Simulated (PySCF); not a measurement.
CH₆BFSi, SMILES CB(F)[SiH3].

Geometry: r2SCAN-D4/def2-SVP. A frequency run showed that this geometry is not a minimum.

All values below come from B3LYP/def2-TZVP (PySCF).

Q: Estimate the frontier levels, gap, dipole moment and polarisability. (An estimate is asked for; the answer gives what the named calculation found.)

A: 
```yaml
highest_occupied_level: -7.79 eV
lowest_empty_level: -1.46 eV
orbital_gap: 6.33 eV
dipole_moment: 1.37 D
quadrupole, principal values (traceless, Buckingham form, about the centre of nuclear charge): -4.02, 1.14, 2.87 D·Å
mean_static_polarisability: 55.9 bohr³ (8.29 Å³)
polarisability_principal_values: 48.5, 53.6, 65.8 bohr³
```
